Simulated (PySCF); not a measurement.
# Two-component Hartree-Fock for Ne⁶⁺ (neon, charge +6)

Start: [He] 2s2. Calculated with PySCF 2.14 in an uncontracted even-tempered set (18 s from 0.6 bohr⁻², ratio 2.4; 10 p from 0.78 bohr⁻², ratio 2.4; 5 d from 2.8 bohr⁻², ratio 2.6; 5 f from 4.3 bohr⁻², ratio 2.6): generalised Hartree-Fock with the X2C-1e Hamiltonian and a Gaussian nucleus; one run each with spin-orbit coupling (SO) switched off, then screened by Boettger's factors.

```csv
spinor shell,electrons,"ε, spin-free (eV)","ε, screened SO (eV)",weight of nominal j (screened SO),"rms radius, screened SO (bohr)"
1s1/2,2,-1104.3,-1104.3,1.000,0.180
2s1/2,2,-204.11,-204.11,1.000,0.769
```

```json
{"quantity": "E (hartree)", "spin-free": "-110.24882", "screened SO": "-110.24882"}
{"quantity": "M_J", "spin-free": "0", "screened SO": "0"}
{"quantity": "⟨J²⟩", "spin-free": "0.000", "screened SO": "0.000"}
{"quantity": "⟨L²⟩", "spin-free": "0.000", "screened SO": "0.000"}
{"quantity": "⟨S²⟩", "spin-free": "0.000", "screened SO": "0.000"}
```

Without spin-orbit coupling the j labels of p, d and f shells carry no meaning; the spin-free column gives the mean over the occupied spinors of each nl shell.
